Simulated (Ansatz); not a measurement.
Reaction (cleavage of the Zn–Si bond): `Cl[SiH2][ZnH]` + NH₃ → `[NH2][ZnH]` + `[SiH3]Cl`

Calculated with Ansatz (gas phase, PBE0-D4/def2-TZVP geometries, no zero-point term in ΔE). CCSD(T)/CBS adds triple-zeta CCSD(T) − MP2 to the extrapolated MP2 energy (def2 sets, frozen cores). This one scheme is used for every species. Functionals use def2-TZVPP. For Zn outer-core shells are correlated without core-valence functions, which leaves a few kJ/mol of doubt a bond. Scalar relativity is left out up to krypton.

```csv
species,r2SCAN0 energy (Eh)
`Cl[SiH2][ZnH]`,-2530.82800
NH₃,-56.54138
`[NH2][ZnH]`,-1835.87664
`[SiH3]Cl`,-751.49161
```

Question: Work out ΔE.

Answer: ΔE = (-1835.87664) + (-751.49161) − (-2530.82800) − (-56.54138) = 0.00113 Eh = +0.03 eV. CCSD(T)/CBS gives -0.03 eV.

Largest T1 diagnostic among the species: 0.016.

At CCSD(T), def2-SVP lies +0.09 eV from the extrapolated value and def2-TZVPP −0.02 eV. In def2-TZVPP, CCSD(T) changes the Hartree–Fock value by −0.03 eV (the triples alone add −0.00 eV) and MP2 by −0.12 eV.
